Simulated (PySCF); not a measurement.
**How methods differ on the excitation energy of N+**

N+ [He] 2s2 2p2 (3P) → N+ [He] 2s2 2p1 3d1 (high-spin determinant), as a difference of total energies. Computed with PySCF 2.14 in aug-cc-pwCVQZ, with no relativity, point nucleus. Correlated levels: valence: 1s2 frozen; valence and next inner shell: nothing frozen. The calculations carry no spin-orbit coupling.

```json
{"method": "UHF", "excitation energy (eV)": "23.803"}
{"method": "LDA", "excitation energy (eV)": "23.625"}
{"method": "PBE", "excitation energy (eV)": "23.269"}
{"method": "PBE0", "excitation energy (eV)": "23.528"}
{"method": "r2SCAN", "excitation energy (eV)": "23.876"}
{"method": "M06-L", "excitation energy (eV)": "23.596"}
{"method": "B97-3", "excitation energy (eV)": "23.551"}
{"method": "LC-wPBE", "excitation energy (eV)": "24.104"}
{"method": "MP2 (valence)", "excitation energy (eV)": "23.922"}
{"method": "SCS-MP2 (valence)", "excitation energy (eV)": "23.807"}
{"method": "MP2 (valence and next inner shell)", "excitation energy (eV)": "23.971"}
{"method": "SCS-MP2 (valence and next inner shell)", "excitation energy (eV)": "23.844"}
```

Task: How much does correlation contribute at MP2 (valence and next inner shell)?

Result: 23.971 − (23.803) = 0.168 eV, measured against UHF.

The promoted electron is Rydberg-like, and one or two diffuse shells describe it only roughly, which tends to raise the upper state.

The determinant of the upper state mixes LS terms, which raises its energy above the lowest term, most at the Hartree-Fock and MP2 levels.
